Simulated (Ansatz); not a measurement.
`FC(F)[C@H](F)[C@@H](F)C(F)(F)F`, relaxed with RKS PBE0-D4/def2-TZVP in the Gaussian-basis code of Ansatz from a GFN2-xTB geometry. The force threshold is 0.005 eV/Å; the program also tests the step.

Charge 0, multiplicity 1.

Start:

```xyz
14

F    -2.944    0.410   -0.523
C    -1.818    0.703    0.149
F    -1.487    1.969   -0.183
C    -0.687   -0.253   -0.275
F    -0.933   -1.475    0.280
C     0.670    0.286    0.201
F     0.640    0.520    1.545
C     1.818   -0.698   -0.100
F     3.002   -0.125    0.117
F     1.786   -1.047   -1.395
F     1.769   -1.807    0.620
H    -2.021    0.654    1.228
H    -0.687   -0.377   -1.366
H     0.895    1.239   -0.298
```

(1) How much energy does the relaxation release, and in how many steps? (An estimate is asked.)

(2) Which bonds change most? (Best estimate.)

(3) Give the relaxed structure. (Best estimate.)

Results:

(1) Computed: 4.65 kJ/mol, in 8 steps.

(2) Ansatz gave: C4–C6 from 1.536 to 1.514 Å; C2–C4 from 1.540 to 1.521 Å; C6–C8 from 1.542 to 1.527 Å; C2–H12 from 1.100 to 1.093 Å.

(3) The calculation gave: 
```xyz
14

F    -2.954    0.299   -0.420
C    -1.797    0.721    0.127
F    -1.501    1.934   -0.402
C    -0.690   -0.255   -0.240
F    -0.997   -1.461    0.330
C     0.659    0.242    0.236
F     0.650    0.414    1.594
C     1.819   -0.686   -0.120
F     2.976   -0.113    0.210
F     1.825   -0.898   -1.442
F     1.751   -1.857    0.494
H    -1.932    0.823    1.207
H    -0.674   -0.366   -1.330
H     0.865    1.204   -0.244
```
